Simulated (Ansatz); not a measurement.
`C#[C][Ti]([OH])([OH])[OH]` and `[OH][Ti]([OH])([OH])[SH]` differ in one atom or group.

Ansatz, PBE0-D4/def2-TZVP geometries, multiplicity 1. Each molecule was computed in one conformer, which needn't be the lowest.

Scalar relativity is left out up to krypton.

```json
{"property": "size of the dipole moment (B3LYP/def2-TZVPP) / D", "`C#[C][Ti]([OH])([OH])[OH]`": "2.37"}
{"property": "HOMO–LUMO gap (ωB97M-V/def2-TZVPP) / eV", "`C#[C][Ti]([OH])([OH])[OH]`": "10.33"}
{"property": "LUMO energy (PBE0/def2-TZVPP) / eV", "`C#[C][Ti]([OH])([OH])[OH]`": "-1.88"}
{"property": "zero-point energy (PBE0-D4/def2-TZVP) / kJ/mol", "`C#[C][Ti]([OH])([OH])[OH]`": "148.2"}
{"property": "size of the dipole moment (ωB97M-V/def2-TZVPP) / D", "`C#[C][Ti]([OH])([OH])[OH]`": "2.42"}
{"property": "HOMO–LUMO gap (PBE/def2-TZVPP) / eV", "`C#[C][Ti]([OH])([OH])[OH]`": "3.72"}
```

(1) Give the same properties after the change, and the shifts. (An estimate is asked.)

## Answers

(1) Ansatz gave: 
```csv
property,`[OH][Ti]([OH])([OH])[SH]`,shift
size of the dipole moment (B3LYP/def2-TZVPP) / D,2.91,0.54
HOMO–LUMO gap (ωB97M-V/def2-TZVPP) / eV,9.88,-0.45
LUMO energy (PBE0/def2-TZVPP) / eV,-1.77,0.11
zero-point energy (PBE0-D4/def2-TZVP) / kJ/mol,124.7,-23.5
size of the dipole moment (ωB97M-V/def2-TZVPP) / D,2.98,0.56
HOMO–LUMO gap (PBE/def2-TZVPP) / eV,3.37,-0.35
```

With PBE0 the HOMO rises by 0.47 eV and the LUMO rises by 0.11 eV, so the gap narrows by about 0.36 eV. PBE moves the HOMO by 0.46 eV and ωB97M-V by 0.56 eV. The zero-point energy changes by -23.5 kJ/mol with -3 modes. Dipoles are sizes alone; their direction can turn.

B3LYP here is the variant with VWN-RPA as its local correlation; programs differ in this.
